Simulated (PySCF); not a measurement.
## Energy of Pd⁺ (palladium, charge +1) between two integer charges

The 4d beta orbital of [Kr] 4d9 is emptied in steps (occupation f), with all orbitals relaxed, ending at [Kr] 4d8. All numbers are calculated (PySCF 2.14, a scalar-relativistic core potential, in def2-SVP with the def2 core potential (28 electrons) (5s3p2d1f, 31 functions)). The exact energy is a straight line in f; departures are measured from the line between the end points of the same method.

```tsv
f	BHandHLYP (eV)	wB97X (eV)	r2SCAN0 (eV)
1	0.000	0.000	0.000
0.8	-0.341	-0.242	-0.598
0.6	-0.522	-0.372	-0.903
0.4	-0.533	-0.380	-0.909
0.2	-0.363	-0.258	-0.610
0	0.000	0.000	0.000
```

For r2SCAN0, how does the orbital energy at f = 1 compare with the removal energy?

−ε = 15.486 eV against a total-energy difference of 19.191 eV. By Janak's theorem ε = ∂E/∂f, so the gap between them reflects the curvature. Along the path −ε is 16.927 (f = 0.8), 18.407 (f = 0.6), 19.919 (f = 0.4), 21.461 (f = 0.2) eV.

| method | E(f=0) − E(f=1) (eV) | −ε at f=1 (eV) | −ε at f=0.4 (eV) |
| --- | --- | --- | --- |
| BHandHLYP | 19.216 | 17.134 | 19.605 |
| wB97X | 19.517 | 18.042 | 19.797 |
| r2SCAN0 | 19.191 | 15.486 | 19.919 |

Reference removal energy between the ground levels: 19.43 ± 0.12 eV (semi-empirical (NIST evaluation); NIST Atomic Spectra Database, ionization energies). The calculation has no spin-orbit coupling. The determinant left behind need not be the lowest term of the ion.
